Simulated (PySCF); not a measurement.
```xyz
5
charge 0 multiplicity 1, angstrom
Pb    0.0000    0.0000    0.0000
H     1.0081    1.0081   -1.0081
H    -1.0081   -1.0081   -1.0081
H     1.0081   -1.0081    1.0081
H    -1.0081    1.0081    1.0081
```

Method: PySCF, PBE0, basis Pb x2c-TZVPall, H x2c-TZVPall (spin-free X2C, no spin–orbit coupling, density fitting).

This geometry of PbH4 is a stationary point at this level.

Question: What is the point group?

Answer: Td.

Question: Is it a minimum?

Answer: Yes: all harmonic wavenumbers are real.

Question: Which band is strongest in the infrared?

Answer: 1903 cm⁻¹ (t2), 657 km/mol.

Question: Give the atomic charges and bond orders.

Answer: 
```json
{"atom": "Pb1", "Mulliken": "0.16", "Löwdin": "0.37", "polar tensor": "1.11", "Mayer order to Pb1": "–"}
{"atom": "H2,3,4,5", "Mulliken": "-0.04", "Löwdin": "-0.09", "polar tensor": "-0.28", "Mayer order to Pb1": "0.92"}
```

Question: Give the ideal-gas entropy at 298.15 K and 1 bar by parts.

Answer: translation 175.7, rotation 54.1, vibration 7.9, spin 0.0; total 237.7 J/(mol K).

No spin–orbit coupling is included, which matters more the heavier the element.
